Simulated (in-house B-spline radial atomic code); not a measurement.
RPA and G0W0 on BHandHLYP: the aluminium ion Al⁺

Configuration [Ne] 3s2, mean-field start BHandHLYP. Computed with an all-electron radial atomic-structure program (B-spline basis): all electrons, scalar-relativistic (spin-free one-electron X2C), finite nucleus, each spin shell either full or empty, empty states to l = 9 with an (l + 1/2)⁻⁴ tail; G0W0 by contour deformation at full frequency.

Command:
```bash
python run_gw.py task.json out
```
Settings (radii: box in bohr, nucleus in fm):
```
Z                        13
electrons                12
configuration            [Ne] 3s2
hamiltonian              x2c
method                   bhandhlyp
lmax                     9
rms_radius               3.061
spin_polarised           False
box_radius               23.78
intervals                72
ion_configuration        [Ne] 3s1
```

Cost of the run: 5 s on 1 thread of Arm Neoverse N1, on a shared host.

Energies (hartree):

```csv
term,value
mean-field total,-242.59997
Hartree-Fock functional on these orbitals,-242.10869
direct second order,-0.75332
second-order exchange,0.27212
SOSEX correction,0.24546
```

(1) What is the RPA correlation energy, and what remains with SOSEX?

Quasi-particle levels (eV):

```
level  occupied  mean field  Σx - vxc     Σc  QP weight    G0W0
   3s       yes     -16.621     -1.10      ?          ?       ?
   2p       yes      -87.40     -8.22   3.93      0.851  -91.69
   3p        no      -7.318      2.22  -1.07      0.943  -6.164
```

G0W0 = mean field + (Σx - vxc) + Σc, with Σc (partial-wave tail included) taken at the quasi-particle energy. Levels of low weight are left out.

(2) Where does G0W0 put 3s?

(3) What does it cost to remove one electron (to [Ne] 3s1) by differences of total energies, each species on its own start (correlation terms add to the Hartree-Fock functional)?

Answers

(1) RPA gives -0.6614 hartree (-1.5 eV per electron); RPA + SOSEX gives -0.41594, and the second-order doubles -0.48119 hartree (no singles). RPA lacks exchange-type terms and so overcorrelates at short range.

(2) At -18.954 eV, with Σc = -1.23 eV and a quasi-particle weight of 0.939. The tabulated removal energy is 18.829 eV (NIST, measured); the calculation leaves out spin-orbit coupling, Breit and QED terms, and what these don't explain is the method's own error.

(3) BHandHLYP 18.721 eV, Hartree-Fock functional 17.545 eV, + RPA 18.925 eV, + RPA + SOSEX 18.565 eV, + second order 18.924 eV. Tabulated: 18.829 eV (NIST, measured); the calculation leaves out spin-orbit coupling, Breit and QED terms, and what these don't explain is the method's own error.
